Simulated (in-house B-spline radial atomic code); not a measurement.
Values are calculated unless marked as measured or tabulated.
# Correlation energy from the adiabatic connection: ω²r²/2 − Z/r, ω = 2.24, Z = 1.5

Two electrons in a singlet, external potential ω²r²/2 − Z/r, ω = 2.24, Z = 1.5 (atomic units). Full CI in B-splines (partial waves to l = 8, correlation up to 0.6 % small) with the density held fixed gives W(λ) = <V_ee>_λ − U, and E_c is the integral of W(λ) − W(0) from 0 to 1.

```json
{"λ": "0", "W(λ) − W(0) (hartree)": "0.00000"}
{"λ": "0.02", "W(λ) − W(0) (hartree)": "-0.00185"}
{"λ": "0.05", "W(λ) − W(0) (hartree)": "-0.00460"}
{"λ": "0.12", "W(λ) − W(0) (hartree)": "-0.01093"}
{"λ": "0.25", "W(λ) − W(0) (hartree)": "-0.02231"}
{"λ": "0.4", "W(λ) − W(0) (hartree)": "-0.03489"}
{"λ": "0.6", "W(λ) − W(0) (hartree)": "-0.05078"}
{"λ": "0.8", "W(λ) − W(0) (hartree)": "-0.06576"}
{"λ": "1", "W(λ) − W(0) (hartree)": "-0.07988"}
```

Question: Integrate the table by the trapezoid rule.

Answer: The strips give -0.00002, -0.00010, -0.00054, -0.00216, -0.00429, -0.00857, -0.01165, -0.01456, which sum to -0.04189 hartree. The direct value, W(1) − W(0) + T_c with T_c = 0.03793, is -0.04195; the curve is convex, so chords lie above it and the trapezoids fall short in size by 0.14 %.

Question: Now use only three numbers: W(0) = -1.4522, the initial slope W'(0) = -0.09283 (extrapolated from the first points) and the strong-coupling limit of the point-charge-plus-continuum model, W∞ = -2.014. What do second-order theory and the interpolation W(λ) = W∞ + (W(0) − W∞)/√(1 + 2χλ) of Seidl, Perdew and Levy give?

Answer: Second order keeps the slope alone: E_c = W'(0)/2 = -0.04641, +11 % in size against -0.04195. Matching the slope fixes χ = W'(0)/(W∞ − W(0)) = -0.09283/(-0.56180) = 0.16524. Integrating, with s = √(1 + 2χ) = 1.153462, E_c = −(W(0) − W∞)(s − 1)/(s + 1) = −0.56180 × 0.153462/2.153462 = -0.04004 hartree, -4.6 % in size against the full result. At λ = 1 the formula gives W − W(0) = -0.07474 against -0.07988. Part of the miss can come from the model's W∞.
